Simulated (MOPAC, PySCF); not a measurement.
C$_{8}$H$_{9}$FSi, SMILES `C=Cc1cc([SiH3])cc(c1)F` (C–C–C–C torsion 1°), neutral singlet in the gas phase. 

Z-matrix (Å, degrees):
```
C
H 1 1.0939
C 1 1.4007 2 119.76
C 3 1.4000 1 118.73 2 -179.55
C 4 1.3907 3 119.19 1 -0.14
F 5 1.3325 4 118.93 3 179.87
C 5 1.3847 6 118.87 4 179.86
H 7 1.0910 5 118.57 6 -0.06
H 4 1.0928 5 118.53 6 0.16
C 7 1.4025 8 121.90 5 179.73
C 10 1.4682 7 122.57 8 0.13
C 11 1.3377 10 127.07 7 0.79
H 12 1.0921 11 120.81 10 179.97
H 12 1.0935 13 116.63 11 179.94
H 11 1.0957 12 118.34 13 0.04
Si 3 1.8809 4 120.50 9 -1.73
H 16 1.4935 3 109.31 4 159.86
H 16 1.4940 17 109.81 2 137.04
H 16 1.4955 17 108.63 18 118.11
```
Charge 0, spin multiplicity 1.

All levels are single points at this geometry (PBE0-D3(BJ)/def2-SVP); Pople sets use spherical d functions. Orbital energies aren't observables, and empty levels follow the basis.

PBE0-D3(BJ)/def2-TZVP in PySCF gives HOMO (eV) = -6.87.

Problem. Estimate the HOMO (eV) from each of these levels: PBE-D3(BJ)/def2-TZVP in PySCF; ωB97X-D3(BJ)/def2-TZVP in PySCF; B3LYP/6-311+G** in PySCF; B3LYP/6-31G* in PySCF; BP86/6-31G* in PySCF; PBE/6-31G* in PySCF; SVWN5/6-31G* in PySCF; HF/3-21G in PySCF; HF/6-31G* in PySCF; HF/STO-3G in PySCF; AM1 in MOPAC; PM6 in MOPAC.

Solution. 
```tsv
level	HOMO (eV)
PBE-D3(BJ)/def2-TZVP in PySCF	-5.94
ωB97X-D3(BJ)/def2-TZVP in PySCF	-8.99
B3LYP/6-311+G** in PySCF	-6.69
B3LYP/6-31G* in PySCF	-6.33
BP86/6-31G* in PySCF	-5.69
PBE/6-31G* in PySCF	-5.60
SVWN5/6-31G* in PySCF	-5.77
HF/3-21G in PySCF	-8.71
HF/6-31G* in PySCF	-8.51
HF/STO-3G in PySCF	-6.69
AM1 in MOPAC	-9.20
PM6 in MOPAC	-9.36
```
